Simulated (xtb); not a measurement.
NP, charge -1, doublet, geometry from GFN2-xTB (a state made from the parent by changing its charge; the spin is typed, not shown lowest); GFN1-xTB (xtb).

Input for xtb:
```
$ xtb mol.xyz --gfn 1 --chrg -1 --uhf 1 --etemp 10000 --json

# file mol.xyz
2

N     -0.00000000    -0.00000000    -1.03321469
P      0.00000000     0.00000000     0.48216685
```

What the program printed (banner, timings and long lists left out):

```
   ID    Z sym.   atoms
    1    7 N      1
    2   15 P      2

           -------------------------------------------------
          |                Calculation Setup                |
           -------------------------------------------------

           -------------------------------------------------
          |                 G F N 1 - x T B                 |
           -------------------------------------------------

          ...................................................
          :                      SETUP                      :
          :.................................................:
          :  # basis functions                  14          :
          :  # atomic orbitals                  13          :
          :  # shells                            5          :
          :  # electrons                        11          :
          :  # halogen bonds                     0          :
          :  max. iterations                   250          :
          :  Hamiltonian                  GFN1-xTB          :
          :  restarted?                      false          :
          :  GBSA solvation                  false          :
          :  PC potential                    false          :
          :  electronic temp.        10000.0000000     K    :
          :  accuracy                    1.0000000          :
          :  -> integral cutoff          0.2500000E+02      :
          :  -> integral neglect         0.1000000E-07      :
          :  -> SCF convergence          0.1000000E-05 Eh   :
          :  -> wf. convergence          0.2000000E-04 e    :
          :  Broyden damping             0.4000000          :
          :  net charge                         -1          :
          :  unpaired electrons                  1          :
          ...................................................

 iter      E             dE          RMSdq      gap      omega  full diag
   1     -5.9018833 -0.590188E+01  0.104E+01    0.00       0.0  T
   2     -5.8686559  0.332273E-01  0.665E+00    0.00       1.0  T
   3     -5.9438260 -0.751700E-01  0.586E+00    0.00       1.0  T
   4     -5.9833894 -0.395635E-01  0.975E-02    0.00       1.0  T
   5     -5.9834089 -0.194289E-04  0.155E-02    0.00       4.5  T
   6     -5.9834091 -0.189653E-06  0.267E-03    0.00      26.5  T
   7     -5.9834091 -0.166285E-07  0.443E-05    0.00    1594.9  T
   8     -5.9834091  0.301092E-12  0.197E-05    0.00    3596.7  T

   *** convergence criteria satisfied after 8 iterations ***

         :::::::::::::::::::::::::::::::::::::::::::::::::::::
         ::                     SUMMARY                     ::
         :::::::::::::::::::::::::::::::::::::::::::::::::::::
         :: total energy              -5.943075324985 Eh    ::
         :: gradient norm              0.105721455079 Eh/a0 ::
         :: HOMO-LUMO gap              0.000000000000 eV    ::
         ::.................................................::
         :: SCC energy                -5.983409077590 Eh    ::
         :: -> electrostatic           0.220428500276 Eh    ::
         :: repulsion energy           0.040626450142 Eh    ::
         :: dispersion energy         -0.000292697537 Eh    ::
         :: halogen bond corr.         0.000000000000 Eh    ::
         :: add. restraining           0.000000000000 Eh    ::
         :: total charge              -0.999999999899 e     ::
         :::::::::::::::::::::::::::::::::::::::::::::::::::::

           -------------------------------------------------
          |                Property Printout                |
           -------------------------------------------------

    * Orbital Energies and Occupations

         #    Occupation            Energy/Eh            Energy/eV
      -------------------------------------------------------------
         1        2.0000           -0.3752010             -10.2097
         2        1.9997           -0.2476738              -6.7395
         3        1.9357           -0.0757180              -2.0604
         4        1.9357           -0.0757180              -2.0604
         5        1.8895           -0.0573322              -1.5601
         6        0.6186            0.0802040               2.1825 (HOMO)
         7        0.6186            0.0802040               2.1825 (LUMO)
         8        0.0019            0.2830416               7.7020
         9        0.0001            0.3694267              10.0526
        10        0.0001            0.3694267              10.0526
        11        0.0000            0.5103969              13.8886
        12        0.0000            0.5103969              13.8886
        13                          1.6937702              46.0898
      -------------------------------------------------------------
                  HL-Gap            0.0000000 Eh            0.0000 eV
             Fermi-level            0.0473029 Eh            1.2872 eV

  Mulliken/CM5 charges         n(s)   n(p)   n(d)
     1N    -0.79168 -0.85558   1.685  4.107  0.000
     2P    -0.20832 -0.14442   1.846  3.051  0.311

Wiberg/Mayer (AO) data.
largest (>0.10) Wiberg bond orders for each atom

 ---------------------------------------------------------------------------
     #   Z sym  total        # sym  WBO       # sym  WBO       # sym  WBO
 ---------------------------------------------------------------------------
     1   7 N    2.198 --     2 P    2.198
     2  15 P    2.198 --     1 N    2.198
 ---------------------------------------------------------------------------

Topologies differ in total number of bonds
Writing topology from bond orders to xtbtopo.mol

 dipole moment from electron density (au)
     X       Y       Z
  -0.0000   0.0000   1.6261  total (Debye):    4.133

           -------------------------------------------------
          | TOTAL ENERGY               -5.943075324985 Eh   |
          | GRADIENT NORM               0.105721455079 Eh/α |
          | HOMO-LUMO GAP               0.000000000000 eV   |
           -------------------------------------------------

normal termination of xtb
```
